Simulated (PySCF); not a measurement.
# SiI₄, singlet: structure and spectrum

Method: PySCF, PBE0, basis Si def2-SVP, I def2-SVP with ECP28 (scalar-relativistic core potentials, no spin–orbit coupling, density fitting).

The structure is a minimum.

```json
{"Point group": "Td", "Bond lengths": "Si–I 2.442 Å (×4)", "Bond angles": "I–Si–I 109.5° (×6)", "Lowest empty level": "-2.73 eV", "Dipole moment": "0.00 D", "Atomisation energy without zero-point energy": "1069 kJ/mol", "Rotational symmetry number": "12", "Entropy at 298.15 K and 1 bar": "414.8 J/(mol K)", "Principal polarisabilities": "132.3, 132.3, 132.3 bohr³", "Heat capacity Cp at 298.15 K": "100.3 J/(mol K)", "Zero-point energy": "10.8 kJ/mol", "Principal quadrupole moments (Buckingham, traceless) about the centre of mass": "0.00, 0.00, 0.00 D Å", "Rotational constants": "0.008353, 0.008353, 0.008353 cm⁻¹", "Highest occupied level": "-7.69 eV", "Enthalpy at 298.15 K above 0 K": "24.05 kJ/mol"}
```

Harmonic modes (masses in u: Si 27.977, I 126.904):
```csv
symmetry,ω (cm⁻¹),"IR (km/mol, summed over degenerate members)",μ (u)
e,58,0.0,126.90
t2,92,1.0,104.42
a1,171,0.0,126.90
t2,413,342,30.68
```

In Td the vibrations span e + 2t2 + a1. The a1, e modes carry no infrared intensity, as symmetry demands.

Charges (e):
```json
{"atom": "Si1", "Mulliken": "0.19", "Löwdin": "-0.02", "polar tensor": "1.73", "Mayer order to Si1": "–"}
{"atom": "I2,3,4,5", "Mulliken": "-0.05", "Löwdin": "0.01", "polar tensor": "-0.43", "Mayer order to Si1": "1.09"}
```

Mulliken populations on Si1: s 5.22, p 8.28, d 0.31.

Counting electrons, silicon keeps none of its valence electrons outside its bonds, so the VSEPR class is AX4 and the expected shape is tetrahedral (Td), as computed.

The final relaxation and frequency run took 43 s on 4 threads of a shared Arm Neoverse V1 host, with 122 basis functions and 6 gradients; the process peaked at 1.5 GiB. Launch command: `OMP_NUM_THREADS=4 python axn.py task.json out`.
